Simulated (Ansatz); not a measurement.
# Nudged elastic band run: BrCl2Sb

input.yaml

```yaml
crystal:
  periodic: [false, false, false]
  atoms:
    - { symbol: Cl, position_ang: [1.299762, 0.473479, 1.614127] }
    - { symbol: Sb, position_ang: [-0.719709, -0.117346, 0.479209] }
    - { symbol: Cl, position_ang: [0.10479, -2.013525, -0.72032] }
    - { symbol: Br, position_ang: [-0.629343, 1.597093, -1.393316] }
basis:
  gaussian: { orbitals: def2-mTZVP }
hamiltonian:
  xc: pbe
  dispersion: d4
neb:
  order_check: false
  images: 5
  f_tol: 0.03
  max_iterations: 60
  initial_path: idpp
  final_atoms:
    - { symbol: Cl, position_ang: [0.77888637, 0.43081589, 1.92623081] }
    - { symbol: Sb, position_ang: [0.79176531, 0.00645406, -0.42645353] }
    - { symbol: Cl, position_ang: [-0.41624235, -2.05620071, -0.408122] }
    - { symbol: Br, position_ang: [-1.09890933, 1.55863176, -1.11195528] }
```

Run as:

```bash
$ ansatz run input.yaml --threads 2 --pin off --max-ram 3072MiB --backend cpu --events-out ev --progress --plain --runs-dir out
```

Output, in part (warnings, iteration lines, the closing report on the highest movable image, with atoms numbered from 0):

```
NEB end point (image 0): max|allowed force component| = 3.870e-3 eV/Å (the criterion of neb.relax_end_points is 1.000e-2)
NEB end point (image 6): max|allowed force component| = 3.435e-3 eV/Å (the criterion of neb.relax_end_points is 1.000e-2)
NEB iter   1: max|band force component| = 4.150e0 eV/Å  barrier→ = 2.4297 eV  barrier← = 2.4297 eV  Δτ_max = 0.1998 Å  (213 SCF iters)
NEB iter   2: max|band force component| = 7.494e-1 eV/Å  barrier→ = 1.3022 eV  barrier← = 1.3022 eV  Δτ_max = 0.0402 Å  (184 SCF iters)
NEB iter   3: max|band force component| = 2.810e-1 eV/Å  barrier→ = 1.2587 eV  barrier← = 1.2587 eV  CI = image 3  Δτ_max = 0.0177 Å  (159 SCF iters)
NEB iter   4: max|band force component| = 5.071e-2 eV/Å  barrier→ = 1.2509 eV  barrier← = 1.2509 eV  CI = image 3  Δτ_max = 0.0036 Å  (161 SCF iters)
NEB iter   5: max|band force component| = 1.115e-2 eV/Å  barrier→ = 1.2506 eV  barrier← = 1.2506 eV  CI = image 3  Δτ_max = 0.0000 Å  (335 SCF iters)
Total energy: -101611.42081570 eV, -3734.1508402821 hartree
Atom 0 at     1.291303     0.528538     2.069557 Å, force     0.001366     0.000915     0.002287 eV/Å
Atom 1 at     0.027058    -0.036459     0.010947 Å, force    -0.005753     0.009376    -0.006994 eV/Å
Atom 2 at    -0.121216    -2.411655    -0.690386 Å, force    -0.000329    -0.002639    -0.001030 eV/Å
Atom 3 at    -1.141644     1.859277    -1.410418 Å, force     0.004716    -0.007653     0.005736 eV/Å
Dipole moment:    -0.030859     0.050055    -0.037538 e Å
```

The forces met the threshold. A vibrational analysis at the climbing image gives one clearly imaginary mode, 140i cm⁻¹, and a faint second one (13i cm⁻¹) that may be numerical noise or a soft torsion: probably a first-order saddle point.

Final band (atoms are numbered from 1 in the order of the input):

| image | path coordinate (Å) | energy (kcal/mol) | height of Sb2 over the plane of its neighbours (Å) |
| --- | --- | --- | --- |
| 0 | 0.00 | 0.0 | -1.18 |
| 1 | 0.42 | 5.6 | -0.86 |
| 2 | 0.85 | 19.1 | -0.47 |
| 3 | 1.27 | 28.8 | 0.00 |
| 4 | 1.69 | 19.1 | 0.47 |
| 5 | 2.12 | 5.6 | 0.86 |
| 6 | 2.54 | 0.0 | 1.18 |

Run time: 59 s on 2 threads of Arm Neoverse V2, with other jobs on the host, peak memory 0.17 GiB.
